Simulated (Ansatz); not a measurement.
Input file for Ansatz (an electronic-structure program): U-CCSD(T)/cc-pVTZ on GeH4O (SMILES [OH][GeH3]), a point of a bond scan (R = 2.699 Å). The run froze 15 orbitals, filled d shells among them.

Ansatz 0.2 input:
```yaml
crystal:
  periodic: [false, false, false]
  atoms:
    - {symbol: Ge, position_ang: [-0.32903929, 0.06812490, 0.07330265]}
    - {symbol: O, position_ang: [1.35705815, -0.35716009, -0.37168713]}
    - {symbol: H, position_ang: [-0.70616228, -0.32255921, 2.71687608]}
    - {symbol: H, position_ang: [-1.18632723, -0.88517582, -0.76517759]}
    - {symbol: H, position_ang: [-0.60848715, 1.54275960, -0.28108933]}
    - {symbol: H, position_ang: [2.01214474, 0.17482329, 0.09016316]}
basis:
  gaussian:
    orbitals: cc-pVTZ
correlation: {method: ccsd_t, electrons: outside_noble_gas}
scf: {omitted_lower_state_checks: [cluster_reference]}
magnetization: {spin_polarized: true, initial_magnetization: 0}
```

Q: What total energy does the run end on?

A: -2152.9464 hartree (reference determinant -2152.5398, T1 diagnostic 0.066). Its determinant has ⟨S²⟩ = 0.74, a mixture of spin states.

Q: How many basis functions does it have, and what does it roughly cost on one machine?

A: 129 functions; roughly 40 core-seconds.
